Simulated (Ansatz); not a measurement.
Breaking the Ga1–Cl2 bond in GaCl (multiplicity 1 held). Energies count from the point at 2.239 Å.


R- and RO- levels are restricted; in cc, def2 and unpolarised 6-31G sets they are followed outwards from rest. U- levels take the lowest unrestricted solution at each point, which mixes spins at long bonds. Active spaces are followed from rest. Levels need not reach the same state.

Cores are frozen in the correlated methods. Filled d and f shells under p-block atoms count as core.

Codes used: Ansatz (Gaussian basis) for Hartree–Fock, density functionals and correlated methods. 

Energies in kJ/mol.

| R (Å) | R-SCS-MP2/def2-TZVPP | U-SCS-MP2/def2-TZVPP | U-CCSD/def2-TZVPP | SC-NEVPT2 on CASSCF(10,8)/def2-TZVPP | FIC-MRCISD+Q on CASSCF(10,8)/def2-TZVPP |
|---|---|---|---|---|---|
| 1.791 | 215 | 215 | 214 | 211 | 213 |
| 2.015 | 35 | 35 | 35 | 33 | 34 |
| 2.239 | 0 | 0 | 0 | 0 | 0 |
| 2.463 | 23 | 23 | 23 | 24 | 23 |
| 2.687 | 66 | 66 | 67 | 68 | 68 |
| 3.023 | 140 | 140 | 141 | 143 | 142 |
| 3.358 | 207 | 207 | 208 | 211 | 210 |
| 3.918 | 297 | 297 | 297 | 303 | 301 |
| 4.478 | 365 | 432 | 369 | 370 | 368 |
| 5.150 | 424 | 455 | 422 | 440 | 432 |
| 6.045 | 476 | 460 | 442 | 462 | 451 |
| 7.165 | 518 | 461 | 443 | 464 | 453 |
| 8.956 | 555 | 461 | 444 | 464 | 453 |

Doubts at one or more of the structures used: a restricted determinant that unrestricted orbitals would lower (R-SCS-MP2/def2-TZVPP); a spin-contaminated determinant (U-SCS-MP2/def2-TZVPP, U-CCSD/def2-TZVPP); T1 above 0.05 (U-CCSD/def2-TZVPP); the program's own flag: other amplitudes (U-CCSD/def2-TZVPP); the program's own flag: passed over end (SC-NEVPT2 on CASSCF(10,8)/def2-TZVPP).

Ansatz is an electronic-structure program.
